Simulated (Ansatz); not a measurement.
Relaxation of CH$_{4}$BrClMgO (9 atoms, charge 0, multiplicity 1), to a largest force component of 0.03 eV/Å in at most 50 steps.

Method: RKS PBE0-D4/def2-SVP in Ansatz.

```xyz
9
Properties=species:S:1:pos:R:3:forces:R:3
Mg -0.641 -1.571 -0.865 0.84 2.01 1.06
Br -1.341 -1.012 2.935 0.48 0.54 -0.75
Cl -1.457 -3.430 -1.694 0.01 0.01 -0.02
H -0.616 -0.122 2.002 -0.34 -0.52 0.25
O 0.105 0.120 -0.123 -1.00 -2.05 -0.52
C 0.824 1.245 -0.488 0.01 0.03 -0.01
H 0.199 2.161 -0.453 0.01 -0.01 0.00
H 1.677 1.416 0.198 -0.01 0.00 -0.02
H 1.250 1.193 -1.512 -0.01 -0.01 0.00
```

Question: Where does it end, and by what steps?

Answer: It converged. After 17 steps the energy has fallen by 2.231 eV; Cl3 moved furthest, 1.55 Å. Parted: Br2–H4. Joined: Mg1–Br2, H4–O5.

```json
{"step": "0", "energy less start (eV)": "0.0000", "largest force component (eV/Å)": "2.054", "accepted": "yes"}
{"step": "1", "energy less start (eV)": "-0.3538", "largest force component (eV/Å)": "0.962", "accepted": "yes"}
{"step": "2", "energy less start (eV)": "-0.5658", "largest force component (eV/Å)": "0.666", "accepted": "yes"}
{"step": "3", "energy less start (eV)": "-0.8037", "largest force component (eV/Å)": "1.002", "accepted": "yes"}
{"step": "4", "energy less start (eV)": "-1.0140", "largest force component (eV/Å)": "1.249", "accepted": "yes"}
{"step": "5", "energy less start (eV)": "-1.4506", "largest force component (eV/Å)": "1.309", "accepted": "yes"}
{"step": "6", "energy less start (eV)": "-1.7106", "largest force component (eV/Å)": "3.535", "accepted": "yes"}
{"step": "7", "energy less start (eV)": "-1.9703", "largest force component (eV/Å)": "1.524", "accepted": "yes"}
{"step": "8", "energy less start (eV)": "-2.0763", "largest force component (eV/Å)": "0.515", "accepted": "yes"}
{"step": "9", "energy less start (eV)": "-2.1177", "largest force component (eV/Å)": "0.491", "accepted": "yes"}
{"step": "10", "energy less start (eV)": "-2.1538", "largest force component (eV/Å)": "0.218", "accepted": "yes"}
{"step": "11", "energy less start (eV)": "-2.1824", "largest force component (eV/Å)": "0.381", "accepted": "yes"}
{"step": "12", "energy less start (eV)": "-2.2043", "largest force component (eV/Å)": "0.322", "accepted": "yes"}
{"step": "13", "energy less start (eV)": "-2.2166", "largest force component (eV/Å)": "0.345", "accepted": "yes"}
{"step": "14", "energy less start (eV)": "-2.2240", "largest force component (eV/Å)": "0.350", "accepted": "yes"}
{"step": "15", "energy less start (eV)": "-2.2292", "largest force component (eV/Å)": "0.199", "accepted": "yes"}
{"step": "16", "energy less start (eV)": "-2.2312", "largest force component (eV/Å)": "0.043", "accepted": "yes"}
{"step": "17", "energy less start (eV)": "-2.2313", "largest force component (eV/Å)": "0.009", "accepted": "yes"}
```

```xyz
9
Properties=species:S:1:pos:R:3
Mg -0.922 -1.550 0.319
Br -1.713 -1.810 2.549
Cl -0.614 -2.130 -1.809
H -0.017 0.678 1.333
O 0.003 0.243 0.471
C 0.689 1.007 -0.518
H 0.188 1.974 -0.675
H 1.736 1.168 -0.225
H 0.651 0.419 -1.444
```

Run time: 71 s on 2 threads of Arm Neoverse V2, with other jobs on the host, peak memory 0.29 GiB.
